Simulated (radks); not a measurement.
The numbers below are computed, except where a source is named.
Coherent X-ray form factor from a spherical all-electron density. Code: a radial shooting solver on a logarithmic mesh with Libxc functionals. Model: scalar-relativistic Kohn-Sham, LB94 model potential, spin-polarised, spherical densities, finite nucleus; Fermi nuclear charge, rms radius of each element as measured or else 0.836 A^(1/3) + 0.57 fm.

| sin(theta)/lambda (1/angstrom) | f0 (electrons) |
|---|---|
| 0.05 | 43.933 |
| 0.1 | 43.732 |
| 0.15 | 43.401 |
| 0.2 | 42.945 |
| 0.25 | 42.369 |
| 0.3 | 41.684 |
| 0.4 | 40.021 |
| 0.5 | 38.045 |
| 0.6 | 35.857 |
| 0.8 | 31.236 |
| 1 | 26.844 |
| 1.25 | 22.297 |
| 1.5 | 18.974 |
| 2 | 14.900 |

The species is in the configuration that NIST lists as its ground one. Which atom or ion scatters so?

Answer. The platinum ion Pt34+, [Kr] 4d8. Extrapolating in s^2 from the first two rows gives f0(0) = 44.0, near the electron count 44; among species with that count, the fall with angle is slower the higher Z, and the table is that of Z = 78; from so few rows the species is fixed only to a neighbour or two.
